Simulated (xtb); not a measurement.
Ti(Cl)3(NH2) (Cl3H2NTi), SMILES [Cl][Ti]([Cl])([Cl])[NH2], multiplicity 1. All values are semi-empirical tight-binding results from xtb (GFN2-xTB unless named), good for trends rather than for accurate numbers. Geometry: GFN2-xTB. The spin state was assumed, not searched. The isomer is the one that the SMILES or the coordinates give; other isomers of the formula were not compared. The values are those of a single conformer.

For metal compounds this method's bond lengths and energies can be far off.

```json
{
  "orbital_gap": "2.58 eV",
  "zero_point_energy": "16.3 kcal/mol",
  "G − E(el) at 298.15 K (modified RRHO)": "-6.3 kcal/mol"
}
```
